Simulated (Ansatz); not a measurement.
`[SiH3][N]([SiH3])[Sn][Cl]` + HCl → `[Cl][Sn][Cl]` + `[SiH3]N[SiH3]` at 400 K and 1 bar (ligand exchange at the Sn–N bond).

Gas-phase electronic energies from Ansatz, PBE0-D4/def2-TZVP geometries. CBS: MP2 limit from def2 TZ/QZ plus the TZ coupled-cluster correction, frozen cores. This one scheme is used for every species. def2 core potentials past Kr. For Sn outer-core shells are correlated without core-valence functions, which leaves a few kJ/mol of doubt a bond. One conformer a species, not always the lowest.

```tsv
species	CCSD(T)/CBS energy (Eh)	H − E (kJ/mol)	S (J/(mol·K))
`[SiH3][N]([SiH3])[Sn][Cl]`	-1310.39360	192.0	450.7
HCl	-460.38127	29.6	195.4
`[Cl][Sn][Cl]`	-1133.69328	24.2	322.1
`[SiH3]N[SiH3]`	-637.10515	203.4	366.7
```

H − E and S are ideal-gas, rigid-rotor, harmonic terms from PBE0-D4/def2-TZVP, for one conformer and one mirror image of each species. 1 Eh = 2625.50 kJ/mol, R = 8.31446 J/(mol·K).

By hand: ΔE, ΔH, ΔS and ΔG.

ΔE = (-1133.69328) + (-637.10515) − (-1310.39360) − (-460.38127) = -0.02356 Eh = -61.9 kJ/mol. Δ(H − E) = 24.2 + 203.4 − 192.0 − 29.6 = 6.0, so ΔH = -55.9 kJ/mol. ΔS = 322.1 + 366.7 − 450.7 − 195.4 = 42.7 J/(mol·K). ΔG = -55.9 − 400 × (42.7)/1000 = -73.0 kJ/mol.

By hand: the equilibrium constant, and the temperature at which ΔG would vanish if ΔH and ΔS stayed fixed.

log₁₀ K = −ΔG/(RT ln 10) = 9.5. ΔH and −TΔS have one sign here, so there is no such temperature.

ΔH outweighs TΔS. A doubt of 5 kJ/mol in ΔE shifts log₁₀ K by 0.7 here. Other conformers and mirror images would add mixing entropy, several J/(mol·K) or more a flexible species. Modes under 60 cm⁻¹, often nearly free rotors, make the harmonic entropy too high. These are equilibria of isolated gas molecules and say nothing of rates. Largest T1 diagnostic: 0.015 (customary marks: 0.02 for closed shells, 0.045 for open ones).
